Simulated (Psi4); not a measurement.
Cr (SMILES [Cr]), septet; B97M-V/cc-pVTZ run with Psi4.

Input for Psi4:
```
memory 2 GB

molecule {
0 7
Cr    0.00000000    0.00000000    0.00000000
}

set {
  basis cc-pvtz
  reference uks
  scf_type pk
  puream true
  d_convergence 1e-8
  dft_radial_points 99
  dft_spherical_points 590
}

energy('b97m-v')
print_variables()
```

### Question
Write the output that Psi4 gives for this input, abridged.

### Answer

```
   => Loading Basis Set <=

    Name: CC-PVTZ
    Role: ORBITAL
    Keyword: BASIS

         ---------------------------------------------------------
                                   SCF
               by Justin Turney, Rob Parrish, Andy Simmonett
                          and Daniel G. A. Smith
                              UKS Reference
         ---------------------------------------------------------

  ==> Geometry <==

    Molecular point group: d2h
    Geometry (in Angstrom), charge = 0, multiplicity = 7:

       Center              X                  Y                   Z               Mass
    ------------   -----------------  -----------------  -----------------  -----------------
         CR           0.000000000000     0.000000000000     0.000000000000    51.940506230000

  Running in d2h symmetry.

  Rotational constants: A = ************  B = ************  C = ************ [cm^-1]
  Rotational constants: A = ************  B = ************  C = ************ [MHz]
  Nuclear repulsion =    0.000000000000000

  Charge       = 0
  Multiplicity = 7
  Electrons    = 24
  Nalpha       = 15
  Nbeta        = 9

  ==> Algorithm <==

  SCF Algorithm Type is PK.
  DIIS enabled.
  MOM disabled.
  Fractional occupation disabled.
  Guess Type is CORE.
  Energy threshold   = 1.00e-06
  Density threshold  = 1.00e-08
  Integral threshold = 1.00e-12

  ==> Primary Basis <==

  Basis Set: CC-PVTZ
    Blend: CC-PVTZ
    Number of shells: 20
    Number of basis functions: 68
    Number of Cartesian functions: 84
    Spherical Harmonics?: true
    Max angular momentum: 4

  ==> DFT Potential <==

   => LibXC <=

    Version 7.1.2
    S. Lehtola, C. Steigemann, M. J. T. Oliveira, and M. A. L. Marques,  SoftwareX 7, 1–5 (2018) (10.1016/j.softx.2017.11.002)

   => Composite Functional: B97M-V <=

    B97M-V GGA Exchange-Correlation Functional

    N. Mardirossian and M. Head-Gordon,  J. Chem. Phys. 142, 074111 (2015) (10.1063/1.4907719)

    Deriv               =              1
    GGA                 =           TRUE
    Meta                =           TRUE

    Exchange Hybrid     =          FALSE
    MP2 Hybrid          =          FALSE

   => Exchange-Correlation Functionals <=

    1.0000   B97M-V exchange-correlation functional

   => LibXC Density Thresholds  <==

    XC_MGGA_XC_B97M_V:  1.00E-15

   => VV10 Non-Local Parameters <=

    VV10 B              =     6.0000E+00
    VV10 C              =     1.0000E-02

   => Molecular Quadrature <=

    Radial Scheme          =       TREUTLER
    Pruning Scheme         =           NONE
    Nuclear Scheme         =       TREUTLER

    Blocking Scheme        =         OCTREE
    BS radius alpha        =              1
    Pruning alpha          =              1
    Radial Points          =             99
    Spherical Points       =            590
    Total Points           =          54870
    Total Blocks           =            507
    Max Points             =            256
    Max Functions          =             68
    Weights Tolerance      =       1.00E-15

  ==> Integral Setup <==

  Using in-core PK algorithm.
   Calculation information:
      Number of atoms:                   1
      Number of AO shells:              20
      Number of primitives:            216
      Number of atomic orbitals:        84
      Number of basis functions:        68

      Integral cutoff                 1.00e-12
      Number of threads:                 1

  Performing in-core PK
  Using 5506062 doubles for integral storage.
  We computed 22155 shell quartets total.
  Whereas there are 22155 unique shell quartets.

  ==> DiskJK: Disk-Based J/K Matrices <==

    J tasked:                  Yes
    K tasked:                   No
    wK tasked:                  No
    Schwarz Cutoff:          1E-12

  Minimum eigenvalue in the overlap matrix is 1.9639135178E-04.
  Reciprocal condition number of the overlap matrix is 6.5493549465E-05.
    Using symmetric orthogonalization.

  ==> Pre-Iterations <==

  SCF Guess: Core (One-Electron) Hamiltonian.

   -------------------------------------------------------
    Irrep   Nso     Nmo     Nalpha   Nbeta   Ndocc  Nsocc
   -------------------------------------------------------
     Ag        18      18       6       3       3       3
     B1g        6       6       1       1       1       0
     B2g        6       6       1       1       1       0
     B3g        6       6       1       1       1       0
     Au         2       2       0       0       0       0
     B1u       10      10       2       1       1       1
     B2u       10      10       2       1       1       1
     B3u       10      10       2       1       1       1
   -------------------------------------------------------
    Total      68      68      15       9       9       6
   -------------------------------------------------------

  ==> Iterations <==

                        Total Energy        Delta E     RMS |[F,P]|

    Occupation by irrep:
             Ag   B1g   B2g   B3g    Au   B1u   B2u   B3u
    DOCC [     3,    0,    0,    0,    0,    2,    2,    2 ]
    SOCC [     1,    1,    1,    0,    0,    1,    1,    1 ]
    NA   [     4,    1,    1,    0,    0,    3,    3,    3 ]
    NB   [     3,    0,    0,    0,    0,    2,    2,    2 ]

   @UKS iter   1: -1003.80384085897322   -1.00380e+03   3.82426e-01 ADIIS
    Occupation by irrep:
             Ag   B1g   B2g   B3g    Au   B1u   B2u   B3u
    DOCC [     3,    0,    0,    0,    0,    2,    2,    2 ]
    SOCC [     3,    1,    1,    1,    0,    0,    0,    0 ]
    NA   [     6,    1,    1,    1,    0,    2,    2,    2 ]
    NB   [     3,    0,    0,    0,    0,    2,    2,    2 ]

   @UKS iter   2:  -992.84874378583015    1.09551e+01   3.16673e-01 ADIIS
    Occupation by irrep:
             Ag   B1g   B2g   B3g    Au   B1u   B2u   B3u
    DOCC [     3,    0,    0,    0,    0,    2,    2,    2 ]
    SOCC [     3,    0,    0,    0,    0,    1,    1,    1 ]
    NA   [     6,    0,    0,    0,    0,    3,    3,    3 ]
    NB   [     3,    0,    0,    0,    0,    2,    2,    2 ]

   @UKS iter   3: -1043.62581427128703   -5.07771e+01   3.62545e-02 ADIIS/DIIS
    Occupation by irrep:
             Ag   B1g   B2g   B3g    Au   B1u   B2u   B3u
    DOCC [     3,    0,    0,    0,    0,    2,    2,    2 ]
    SOCC [     3,    1,    1,    1,    0,    0,    0,    0 ]
    NA   [     6,    1,    1,    1,    0,    2,    2,    2 ]
    NB   [     3,    0,    0,    0,    0,    2,    2,    2 ]

   @UKS iter   4: -1038.80390016308297    4.82191e+00   1.00758e-01 ADIIS
   @UKS iter   5: -1044.14274557516887   -5.33885e+00   1.78395e-02 ADIIS/DIIS
   @UKS iter   6: -1044.20556622625895   -6.28207e-02   5.63070e-03 ADIIS/DIIS
   @UKS iter   7: -1044.21474051643372   -9.17429e-03   2.19215e-03 ADIIS/DIIS
   @UKS iter   8: -1044.21638250108981   -1.64198e-03   4.03223e-05 DIIS
   @UKS iter   9: -1044.21638282111144   -3.20022e-07   1.55021e-06 DIIS
   @UKS iter  10: -1044.21638282185040   -7.38964e-10   3.48760e-07 DIIS
   @UKS iter  11: -1044.21638282188314   -3.27418e-11   5.27594e-08 DIIS
   @UKS iter  12: -1044.21638282188405   -9.09495e-13   5.34330e-09 DIIS
  Energy and wave function converged.

  ==> Post-Iterations <==

   Electrons on quadrature grid:
      Nalpha   =   15.0000000003 ; deviation = 3.237e-10
      Nbeta    =    9.0000000003 ; deviation = 3.236e-10
      Ntotal   =   24.0000000006 ; deviation = 6.473e-10

   @Spin Contamination Metric:   2.505059027E-04
   @S^2 Expected:                1.200000000E+01
   @S^2 Observed:                1.200025051E+01
   @S   Expected:                3.000000000E+00
   @S   Observed:                3.000000000E+00

    Orbital Energies [Eh]
    ---------------------

    Alpha Occupied:

[...]
    Alpha Virtual:

[...]
    Beta Occupied:

[...]
    Beta Virtual:

[...]
    Final Occupation by Irrep:
             Ag   B1g   B2g   B3g    Au   B1u   B2u   B3u
    DOCC [     3,    0,    0,    0,    0,    2,    2,    2 ]
    SOCC [     3,    1,    1,    1,    0,    0,    0,    0 ]
    NA   [     6,    1,    1,    1,    0,    2,    2,    2 ]
    NB   [     3,    0,    0,    0,    0,    2,    2,    2 ]

  @UKS Final Energy: -1044.21638282188405

   => Energetics <=

    Nuclear Repulsion Energy =              0.0000000000000000
    One-Electron Energy =               -1438.8966452033891983
    Two-Electron Energy =                 443.2373868238894943
    DFT Exchange-Correlation Energy =     -48.6590909089553776
    Empirical Dispersion Energy =           0.0000000000000000
    VV10 Nonlocal Energy =                  0.1019664665710824
    Total Energy =                      -1044.2163828218840536

  UHF NO Occupations:
  HONO-2 :    1B2g 1.0000000
  HONO-1 :    6 Ag 1.0000000
  HONO-0 :    1B3g 1.0000000
  LUNO+0 :    3B1u 0.0000371
  LUNO+1 :    3B2u 0.0000371
  LUNO+2 :    3B3u 0.0000371
  LUNO+3 :    7 Ag 0.0000111

Computation Completed

Properties will be evaluated at   0.000000,   0.000000,   0.000000 [a0]

Properties computed using the SCF density matrix

 Multipole Moments:

 ------------------------------------------------------------------------------------
     Multipole            Electronic (a.u.)      Nuclear  (a.u.)        Total (a.u.)
 ------------------------------------------------------------------------------------

 L = 1.  Multiply by 2.5417464519 to convert [e a0] to [Debye]
 Dipole X            :          0.0000000            0.0000000            0.0000000
 Dipole Y            :          0.0000000            0.0000000            0.0000000
 Dipole Z            :          0.0000000            0.0000000            0.0000000
 Magnitude           :                                                    0.0000000

 ------------------------------------------------------------------------------------

  Variable Map:
  ----------------------------------------------------------------------------
[...]
  Array Variable Map:
  ----------------------------------------------------------------------------
[...]
[...]
```
